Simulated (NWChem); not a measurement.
All runs are NWChem calculations. System: HBr, charge 0, spin multiplicity 1, displaced from the optimised geometry. Level: CCSD(T)/def2-SVP, 9 core orbitals frozen, spin-restricted.

Output (cleaned and shortened):

```
             Northwest Computational Chemistry Package (NWChem) 7.3.0
             --------------------------------------------------------

                                NWChem Input Module
                                -------------------

 Scaling coordinates for geometry "geometry" by  1.889725989
 (inverse scale =  0.529177249)

                             Geometry "geometry" -> ""
                             -------------------------

 Output coordinates in angstroms (scale by  1.889725989 to convert to a.u.)

  No.       Tag          Charge          X              Y              Z
 ---- ---------------- ---------- -------------- -------------- --------------
    1 Br                  35.0000     0.00000000     0.00000000     0.03951000
    2 H                    1.0000     0.00000000     0.00000000    -2.80522400

 Effective nuclear repulsion energy (a.u.)       6.5106979123

            Nuclear Dipole moment (a.u.)
            ----------------------------
        X                 Y               Z
 ---------------- ---------------- ----------------
     0.0000000000     0.0000000000    -2.6878971133


 Summary of "ao basis" -> "" (spherical)
 ------------------------------------------------------------------------------
       Tag                 Description            Shells   Functions and Types
 ---------------- ------------------------------  ------  ---------------------
 *                          def2-svp                  on all atoms

 Summary of "ao basis" -> "ao basis" (spherical)
 ------------------------------------------------------------------------------
       Tag                 Description            Shells   Functions and Types
 ---------------- ------------------------------  ------  ---------------------
 Br                         def2-svp                12       32   5s4p3d
 H                          def2-svp                 3        5   2s1p

                                 NWChem SCF Module
                                 -----------------

  ao basis        = "ao basis"
  functions       =    37
  atoms           =     2
  closed shells   =    18
  open shells     =     0
  charge          =   0.00
  wavefunction    = RHF
  use symmetry    = F
  symmetry adapt  = F

 Summary of "ao basis" -> "ao basis" (spherical)
 ------------------------------------------------------------------------------
       Tag                 Description            Shells   Functions and Types
[...]
task         2 out of       120 done   1%  at       0.1 secs
task         6 out of       120 done   5%  at       0.1 secs
task        12 out of       120 done  10%  at       0.3 secs
task        18 out of       120 done  15%  at       0.4 secs
task        24 out of       120 done  20%  at       0.4 secs
task        30 out of       120 done  25%  at       0.5 secs
task        36 out of       120 done  30%  at       0.5 secs
task        42 out of       120 done  35%  at       0.5 secs
task        48 out of       120 done  40%  at       0.6 secs
task        54 out of       120 done  45%  at       0.6 secs
task        60 out of       120 done  50%  at       0.6 secs
task        66 out of       120 done  55%  at       0.6 secs
task        72 out of       120 done  60%  at       0.7 secs
task        78 out of       120 done  65%  at       0.7 secs
task        84 out of       120 done  70%  at       0.7 secs
task        90 out of       120 done  75%  at       0.7 secs
task        96 out of       120 done  80%  at       0.7 secs
task       102 out of       120 done  85%  at       0.8 secs
task       108 out of       120 done  90%  at       0.8 secs
task       114 out of       120 done  95%  at       0.8 secs
task       120 out of       120 done 100%  at       0.8 secs
 commencing triples evaluation - blocking       1
 ccsd(t): done        1 out of       19 progress:    5.3%
 ccsd(t): done        2 out of       19 progress:   10.5%
 ccsd(t): done        3 out of       19 progress:   15.8%
 ccsd(t): done        4 out of       19 progress:   21.1%
 ccsd(t): done        5 out of       19 progress:   26.3%
 ccsd(t): done        6 out of       19 progress:   31.6%
 ccsd(t): done        7 out of       19 progress:   36.8%
 ccsd(t): done        8 out of       19 progress:   42.1%
 ccsd(t): done        9 out of       19 progress:   47.4%
 ccsd(t): done       10 out of       19 progress:   52.6%
 ccsd(t): done       11 out of       19 progress:   57.9%
 ccsd(t): done       12 out of       19 progress:   63.2%
 ccsd(t): done       13 out of       19 progress:   68.4%
 ccsd(t): done       14 out of       19 progress:   73.7%
 ccsd(t): done       15 out of       19 progress:   78.9%
 ccsd(t): done       16 out of       19 progress:   84.2%
 ccsd(t): done       17 out of       19 progress:   89.5%
 ccsd(t): done       18 out of       19 progress:   94.7%
 ccsd(t): done       19 out of       19 progress:  100.0%
 Time for integral evaluation pass     1        0.80
 Time for triples evaluation pass      1        0.15

 pseudo-e(mp4)  -0.15320757277168E-01
 pseudo-e(mp5)  -0.21518162381058E-03
        e(t)    -0.15535938900979E-01

 --------------
 CCSD(T) Energy
 --------------
 Reference energy:                   -2572.484830050479559

 CCSD corr. energy:                     -0.308458439020845
 T(CCSD) corr. energy:                  -0.015320757277168
 Total CCSD+T(CCSD) energy:          -2572.808609246777451

 CCSD corr. energy:                     -0.308458439020845
 (T) corr. energy:                      -0.015535938900979
 Total CCSD(T) energy:               -2572.808824428401294

 routine      calls  cpu(0)   cpu-min  cpu-ave  cpu-max   i/o
 aoccsd          1     0.00     0.00     0.00     0.00    0.00
 iterdrv         1     0.01     0.01     0.01     0.01    0.00
 pampt          12     0.03     0.03     0.03     0.03    0.00
 t2pm           12     0.06     0.06     0.06     0.06    0.00
 sxy            12     0.06     0.06     0.06     0.06    0.00
 ints       171816     5.31     5.31     5.31     5.31    0.00
 t2eri        1440     0.54     0.54     0.54     0.54    0.00
 idx2         1440     0.18     0.18     0.18     0.18    0.00
 idx34          12     0.02     0.02     0.02     0.02    0.00
 ht2pm          12     0.06     0.06     0.06     0.06    0.00
 itm            12     0.19     0.19     0.19     0.19    0.00
 pdiis          12     0.01     0.01     0.01     0.01    0.00
 triples         1     0.00     0.00     0.00     0.00    0.00
 rdtrpo          1     0.00     0.00     0.00     0.00    0.00
 trpmos          1     0.80     0.80     0.80     0.80    0.00
 trpdrv          1     0.03     0.03     0.03     0.03    0.00
 dovvv       15390     0.04     0.04     0.04     0.04    0.00
 doooo       15390     0.02     0.02     0.02     0.02    0.00
 tengy       13851     0.04     0.04     0.04     0.04    0.00
 Total                 7.40     7.40     7.40     7.40    0.00

 Task  times  cpu:        8.8s     wall:        8.8s

 Total times  cpu:        8.8s     wall:        8.8s
```

Problem. Write an NWChem input that would produce this output.

Solution. One answer among several that fit: 
```
start mol
memory heap 100 mb stack 700 mb global 1900 mb
geometry units angstroms nocenter noautoz noautosym
  Br     0.000000     0.000000     0.039510
  H      0.000000     0.000000    -2.805224
end
basis spherical
  * library def2-svp
end
scf
  rhf
  nopen 0
  maxiter 100
  thresh 1e-7
  semidirect memsize 60000000 filesize 0
end
ccsd
  freeze core 9
  maxiter 60
end
task ccsd(t) energy
```
